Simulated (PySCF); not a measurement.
## Shifts of the heteroatoms

Geometry:
| atom | x (Å) | y (Å) | z (Å) |
| --- | --- | --- | --- |
| C1 | -1.993 | 1.928 | 0.321 |
| Si2 | -1.071 | 1.015 | -1.073 |
| C3 | -1.271 | -0.878 | -0.930 |
| C4 | -0.026 | -1.329 | -0.693 |
| C5 | 0.366 | -2.689 | -0.411 |
| O6 | 1.382 | -2.985 | 0.180 |
| Si7 | 1.120 | 0.206 | -0.628 |
| Si8 | 2.336 | 0.366 | 1.334 |
| H9 | -1.795 | 2.995 | 0.281 |
| H10 | -1.684 | 1.572 | 1.299 |
| H11 | -3.068 | 1.792 | 0.244 |
| H12 | -1.619 | 1.508 | -2.351 |
| H13 | -2.143 | -1.519 | -0.961 |
| H14 | -0.327 | -3.479 | -0.776 |
| H15 | 1.971 | 0.163 | -1.838 |
| H16 | 2.812 | 1.750 | 1.482 |
| H17 | 3.511 | -0.499 | 1.401 |
| H18 | 1.491 | 0.090 | 2.500 |

How the numbers were obtained: GFN2-xTB structure, PBE0/pcSseg-1 with gauge-including orbitals, in PySCF 2.14.0 with density-fitted response routines (non-relativistic, equivalent nuclei averaged, in vacuum, single conformer).

Q: Where does ²⁹Si resonate?

A: 
```json
{"atoms": "Si2", "environment": "silicon bonded to 2 C, Si, H, in a 4-membered ring", "σ (ppm)": "377.4", "δ (ppm)": "-30.2"}
{"atoms": "Si7", "environment": "silicon bonded to C, 2 Si, H, in a 4-membered ring", "σ (ppm)": "413.0", "δ (ppm)": "-59.5"}
{"atoms": "Si8", "environment": "silicon bonded to Si, 3 H", "σ (ppm)": "461.8", "δ (ppm)": "-99.6"}
```

Shieldings were converted by a linear fit to measured shifts: ²⁹Si (scatter 8.9 ppm rms, 25.8 ppm with the 6 outliers that the fit left out vs TMS, solution or neat liquid). Occasional misses reach two or three times the rms, and more in compound classes unlike the fitted ones.

On a 400 MHz spectrometer ²⁹Si resonates near 79.5 MHz, so 1 ppm is 79.5 Hz.

Q: What are the ¹⁷O shifts?

A: 
```tsv
atoms	environment	σ (ppm)	δ (ppm)
O6	aldehyde oxygen	-372.1	605.6
```

Shieldings were converted by a linear fit to measured shifts: ¹⁷O (scatter 10.7 ppm rms, 12.2 ppm with the 3 outliers that the fit left out vs liquid water, solution or neat liquid). A few per cent of atoms miss by over 2 rms, more outside the fitted compound classes.

On a 300 MHz spectrometer ¹⁷O resonates near 40.7 MHz, so 1 ppm is 40.7 Hz.
